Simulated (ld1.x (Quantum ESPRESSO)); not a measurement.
# u(r) = r·R(r): atom against pseudo-atom (Li (Z = 3))

Columns: radius, all-electron u(r) and pseudo u(r) of the 1s shell (level -60.51 eV) of lithium in the configuration 1s2 2s0 2p0; revPBE, non-relativistic, TM scheme, ld1.x (Quantum ESPRESSO) 7.5.

```json
{"r (bohr)": "0.188", "all-electron": "1.0057", "pseudo": "1.0136"}
{"r (bohr)": "0.375", "all-electron": "1.1809", "pseudo": "1.1858"}
{"r (bohr)": "0.562", "all-electron": "1.0661", "pseudo": "1.0661"}
{"r (bohr)": "0.750", "all-electron": "0.8700", "pseudo": "0.8700"}
{"r (bohr)": "0.938", "all-electron": "0.6745", "pseudo": "0.6745"}
{"r (bohr)": "1.125", "all-electron": "0.5086", "pseudo": "0.5086"}
{"r (bohr)": "1.312", "all-electron": "0.3765", "pseudo": "0.3765"}
{"r (bohr)": "1.500", "all-electron": "0.2747", "pseudo": "0.2747"}
{"r (bohr)": "1.688", "all-electron": "0.1984", "pseudo": "0.1984"}
{"r (bohr)": "1.875", "all-electron": "0.1423", "pseudo": "0.1423"}
{"r (bohr)": "2.062", "all-electron": "0.1013", "pseudo": "0.1013"}
{"r (bohr)": "2.250", "all-electron": "0.0715", "pseudo": "0.0715"}
{"r (bohr)": "2.438", "all-electron": "0.0502", "pseudo": "0.0502"}
{"r (bohr)": "2.625", "all-electron": "0.0352", "pseudo": "0.0352"}
{"r (bohr)": "2.812", "all-electron": "0.0246", "pseudo": "0.0246"}
{"r (bohr)": "3.000", "all-electron": "0.0171", "pseudo": "0.0171"}
{"r (bohr)": "3.188", "all-electron": "0.0119", "pseudo": "0.0119"}
{"r (bohr)": "3.375", "all-electron": "0.0082", "pseudo": "0.0082"}
{"r (bohr)": "3.562", "all-electron": "0.0057", "pseudo": "0.0057"}
{"r (bohr)": "3.750", "all-electron": "0.0039", "pseudo": "0.0039"}
{"r (bohr)": "3.938", "all-electron": "0.0027", "pseudo": "0.0027"}
{"r (bohr)": "4.125", "all-electron": "0.0019", "pseudo": "0.0019"}
{"r (bohr)": "4.312", "all-electron": "0.0013", "pseudo": "0.0013"}
{"r (bohr)": "4.500", "all-electron": "0.0009", "pseudo": "0.0009"}
{"r (bohr)": "4.688", "all-electron": "0.0006", "pseudo": "0.0006"}
{"r (bohr)": "4.875", "all-electron": "0.0004", "pseudo": "0.0004"}
```

(1) How many radial nodes do the two functions have?

(2) At about which radius was the pseudo-wave matched?

(3) Is the pseudo-wave norm-conserving?

Results:

(1) The all-electron 1s function has n − l − 1 = 0; the pseudo-wave has 0.

(2) 0.50 bohr, where the columns begin to agree (steps of 0.19 bohr).

(3) Yes: the TM scheme keeps the norm inside the radius equal to the all-electron one, which fixes the energy derivative of the logarithmic derivative at the level.
